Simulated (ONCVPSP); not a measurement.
**In, ONCV: configuration errors across variants**

ONCVPSP 4.0.1 input, shortened (lines: element, Z, core and valence counts, functional; n l f; lmax; l rc ep ncon nbas qcut; lloc lpopt rc5 dvloc0; l nproj debl; icmod fcfact rcfact), PBEsol, scalar-relativistic:

```
  In 49.00    9    2  -116133      upf
    1    0    2.00
    2    0    2.00
    2    1    6.00
    3    0    2.00
    3    1    6.00
    3    2   10.00
    4    0    2.00
    4    1    6.00
    4    2   10.00
    5    0    2.00
    5    1    1.00
    2
    0    2.20    0.00    4    8    3.10
    1    2.70    0.00    4    8    2.70
    2    2.50    0.32    4    7    3.40
    4    5    2.20    1.00
    0    2    0.40
    1    1    2.50
    2    2    2.80
    3    2.75    1.75
```

All-electron excitation energies from the reference (eV): (1) 5s2 5p0 5.361; (2) 5s1 5p0 24.640; (3) 5s2 5p0.5 1.941; (4) 5s1 5p1 12.015.

4 further variants failed, have other tests or another functional or relativity, and are left out.

A true bound ghost makes a file unfit for plane-wave use even where its test errors are small: the radial tests pick states by their node count and pass the ghost by.

Errors AE − PS in meV (a dash: test not solved or not reliable):

```csv
change,(1),(2),(3),(4),bound ghosts,GHOST(+) flags above zero
base,-120,-563,-25,-101,d,"s, d"
"core correction Teter function, fcfact 2.75, rcfact 1.78",-128,-588,-27,-105,d,"s, d"
"local potential polynomial inside 2.20 bohr (lpopt 5, dvloc0 3 Ha)",-120,-563,-25,-102,none,d
```

(1) Give the same row for: p: rc 3.14.

Answers

(1) -122, -571, -25, -96; bound ghosts: d; GHOST(+) flags above zero: s, d.
